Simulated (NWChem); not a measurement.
# C$_{3}$H$_{8}$Si; SMILES C=CC[SiH3]

```xyz
12

Si     0.2225    -1.5395    -0.0013
C     -0.8073     0.0415    -0.1976
C     -0.1608     1.2275     0.4400
C      0.4243     2.2395    -0.2058
H     -0.5231    -2.7119    -0.5575
H      1.5235    -1.4051    -0.7240
H      0.5017    -1.7966     1.4458
H     -1.7949    -0.1578     0.2545
H     -0.9715     0.2088    -1.2752
H     -0.1522     1.2350     1.5381
H      0.4490     2.2850    -1.2997
H      0.8987     3.0609     0.3370
```
Atoms are numbered in this order, from 1.

Level: PBE0/def2-SVP (NWChem), optimised geometry, unscaled harmonic frequencies. 

```tsv
frequency (cm⁻¹)	IR intensity (km/mol)
85	0.1
149	0.1
220	0.2
404	3.3
516	7.9
591	18.0
600	23.8
776	15.5
840	43.7
921	230.1
932	47.8
945	36.2
945	53.1
954	6.5
1028	8.8
1062	12.5
1179	17.8
1210	13.9
1313	1.5
1406	6.3
1438	7.3
1733	22.2
2223	110.1
2229	110.1
2238	97.4
3058	6.2
3123	1.3
3155	10.5
3164	3.3
3262	6.8
```

```json
{
 "zero_point_energy": "59.6 kcal/mol",
 "thermal correction to the enthalpy at 298.15 K (with zero-point energy)": "64.0 kcal/mol",
 "heat capacity Cv": "21.4 cal/(mol K)",
 "entropy at 298.15 K and 1 atm (symmetry number 1)": "76.4 cal/(mol K)",
 "dipole_moment": "0.52 D"
}
```

Rigid rotor and harmonic oscillator; modes under 100 cm⁻¹ make the entropy uncertain.
